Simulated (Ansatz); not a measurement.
Program: Ansatz. Geometries: PBE0-D4/def2-TZVP. ΔE: electronic, gas phase. CCSD(T)/CBS is the MP2 limit (def2-TZVPP, def2-QZVPP) plus CCSD(T) − MP2 in def2-TZVPP, frozen cores. This one scheme is used for every species. Each species was taken in one conformer, which may not be the lowest.

Reaction (silylene loss): `F[SiH2]P[SiH3]` → `F[SiH2]P` + `[SiH2]`

```
         species  CCSD(T)/CBS(def2) energy (Eh)
`F[SiH2]P[SiH3]`                    -1022.56126
      `F[SiH2]P`                     -732.27050
        `[SiH2]`                     -290.19011
```

Q: Work out ΔE.

A: ΔE = (-732.27050) + (-290.19011) − (-1022.56126) = 0.10065 Eh = +264.3 kJ/mol.

Largest T1 diagnostic among the species: 0.014.

From BLYP to BHLYP (50 % exact exchange), in def2-TZVPP and without D4, ΔE moves by +23.7 kJ/mol. In def2-TZVPP, CCSD(T) changes the Hartree–Fock value by +19.6 kJ/mol (the triples alone add +6.3 kJ/mol) and MP2 by +41.5 kJ/mol. At CCSD(T), def2-SVP lies −22.4 kJ/mol from the extrapolated value and def2-TZVPP −8.8 kJ/mol.
